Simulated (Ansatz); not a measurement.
Cl₂Zn, singlet, at a GFN2-xTB geometry (such geometries of metal compounds can be far from the true shape). Base run: Ansatz (a first-principles code) with PBE/6-31G.

Ansatz was given this input:
Ansatz 0.2 input:
```yaml
crystal:
  periodic: [false, false, false]
  atoms:
    - {symbol: Zn, position_ang: [0.10825094, 0.38059368, 0.21210131]}
    - {symbol: Cl, position_ang: [1.30904056, -0.00597581, -1.49586408]}
    - {symbol: Cl, position_ang: [-1.50007163, -0.66566009, 1.12156766]}
basis:
  gaussian:
    orbitals: 6-31G
hamiltonian:
  xc: pbe
```

Each row names what was changed in the base input (with any setting that the change needs).

```csv
change,E (Eh)
base,-2698.83677
functional = pbe; dispersion = d3bj,-2698.83921
functional = revpbe,-2699.19326
functional = b3lyp5,-2699.31755
functional = pbe0,(withheld)
functional = B97M-V,-2698.89888
functional = hse06,(withheld)
functional = BHLYP,(withheld)
functional = wB97M-V,-2699.35663
functional = pbe; dispersion = d4,-2698.83926
functional = wB97X,-2699.52590
functional = blyp,-2699.55573
functional = wB97X-V,(withheld)
```

Q: Fill in the missing entries.

A: 
- functional = pbe0, E (Eh): -2698.94506
- functional = hse06, E (Eh): -2698.92881
- functional = BHLYP, E (Eh): -2699.46594
- functional = wB97X-V, E (Eh): -2699.18494

Totals shift with the method and basis; they matter in differences.
